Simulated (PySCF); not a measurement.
## A ladder of Hamiltonians for I³⁵⁺ (iodine, charge +35)

Occupied: 1s1/2, 2s1/2, 2p1/2, 2p3/2, 3s1/2, 3p1/2, 3p3/2. Hartree-Fock calculated with PySCF 2.14 in an even-tempered Gaussian basis (17 s from 2.9 bohr⁻², ratio 2.7; 13 p from 3.5 bohr⁻², ratio 2.7), Gaussian nucleus throughout. NR is non-relativistic, sf-X2C the spin-free one-electron X2C Hamiltonian, X2C adds the bare one-electron spin-orbit term, X2C-SNSO screens it by Boettger's factors, DC is four-component Dirac-Coulomb, and the Gaunt and Breit terms are added at first order (total energies over the DC spinors, levels after relaxing the spinors in that mean field). QED terms are absent. Levels marked empty are virtual spinors of this ion; the basis has s and p functions only, so 3d, which can lie below the n = 4 levels, is absent.

```
Hamiltonian  E (hartree)  E − E(DC) (hartree)  CPU seconds
         NR   -5968.8511             195.8302         0.31
     sf-X2C   -6160.7310               3.9503         0.23
        X2C   -6163.0429               1.6384         0.22
   X2C-SNSO   -6162.8656               1.8157         0.22
         DC   -6164.6813               0.0000          9.2
   DC+Gaunt   -6159.1399               5.5414           16
   DC+Breit   -6159.6786               5.0027           44
```

```
   level (eV)        NR    sf-X2C       X2C  X2C-SNSO        DC  DC+Gaunt  DC+Breit
        1s1/2  -33910.9  -35225.5  -35222.1  -35222.3  -35252.6  -35168.8  -35174.9
        2s1/2   -6741.8   -7087.2   -7086.3   -7086.3   -7089.9   -7081.5   -7082.1
        2p1/2   -6450.3   -6552.8   -6773.4   -6764.4   -6765.7   -6751.8   -6753.3
        2p3/2   -6450.3   -6552.8   -6453.9   -6457.6   -6460.5   -6450.6   -6452.0
        3s1/2   -2537.4   -2634.7   -2634.4   -2634.4   -2635.2   -2633.3   -2633.5
        3p1/2   -2418.0   -2454.7   -2507.0   -2504.9   -2505.2   -2502.0   -2502.4
        3p3/2   -2418.0   -2454.7   -2431.1   -2432.0   -2432.6   -2430.3   -2430.7
4s1/2 (empty)   -1249.4   -1284.8   -1284.7   -1284.7   -1285.0   -1284.3   -1284.4
4p1/2 (empty)   -1206.8   -1222.0   -1240.0   -1239.3   -1239.4   -1238.2   -1238.4
4p3/2 (empty)   -1206.8   -1222.0   -1213.9   -1214.2   -1214.4   -1213.6   -1213.8
```

| interval (eV) | X2C | X2C-SNSO | DC | DC+Gaunt | DC+Breit |
| --- | --- | --- | --- | --- | --- |
| 2p3/2 − 2p1/2 | 319.5 | 306.8 | 305.2 | 301.2 | 301.2 |
| 3p3/2 − 3p1/2 | 75.94 | 72.94 | 72.62 | 71.68 | 71.68 |
| 4p3/2 − 4p1/2 | 26.05 | 25.02 | 24.93 | 24.60 | 24.60 |

Weight of the small component: 1s1/2 0.0381, 2s1/2 0.00835, 2p1/2 0.00830, 2p3/2 0.00791, 3s1/2 0.00298, 3p1/2 0.00290, 3p3/2 0.00281, 4s1/2 0.00131, 4p1/2 0.00131, 4p3/2 0.00127.

Koopmans' value for the highest occupied level at DC+Breit: 2430.7 eV, against an ionisation energy of 2431 ± 5 eV (theoretical estimate listed by NIST; NIST Atomic Spectra Database, ionization energies); the former lacks relaxation, correlation, QED and recoil.

The whole ladder took 72 s of wall time on 1 thread of Neoverse-V1 (shared host), launched as `OMP_NUM_THREADS=1 python relrun2.py TASK.json OUT` (a driver that calls PySCF for each Hamiltonian).
